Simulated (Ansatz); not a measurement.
Reactions of C₃H₈BNO (`C=C(N)B(C)O`).

Isolated molecules relaxed with PBE0-D4/def2-TZVP in Ansatz; ΔE leaves out vibrations. CCSD(T)/CBS is the MP2 limit (def2-TZVPP, def2-QZVPP) plus CCSD(T) − MP2 in def2-TZVPP, frozen cores. This one scheme is used for every species, atoms too. Double bonds are as drawn, so ΔE can hold a change between cis and trans. No spin–orbit coupling; open shells (•) take unrestricted orbitals. Spin–orbit coupling would lower the free atoms: a little for B, C, O. Each species was taken in one conformer, which may not be the lowest.

Order these by ΔE at CCSD(T)/CBS, lowest first. (Estimate.)
A. `C=C(N)B(C)O` → `BC(O)C(=C)N`
B. `C=C(N)B(C)O` → `B/N=C\OCC`
C. `C=C(N)B(C)O` → `C/N=C(\C)BO`
D. `C=C(N)B(C)O` → B• + 3 C• + 8 H• + N• + O•
E. `C=C(N)B(C)O` → `COCBC=N`
F. `C=C(N)B(C)O` → `BCO/C=N/C`
G. `C=C(N)B(C)O` + `C=C` → `C=CC(=C)N` + `CBO`
H. `C=C(N)B(C)O` + H₂O → `C=C(N)O` + `CBO`

G (+18.3 kJ/mol), H (+64.7 kJ/mol), C (+73.6 kJ/mol), B (+168.3 kJ/mol), A (+277.8 kJ/mol), F (+296.0 kJ/mol), E (+310.7 kJ/mol), D (+5719.6 kJ/mol).

Largest T1 diagnostic: 0.014, for `B/N=C\OCC`.
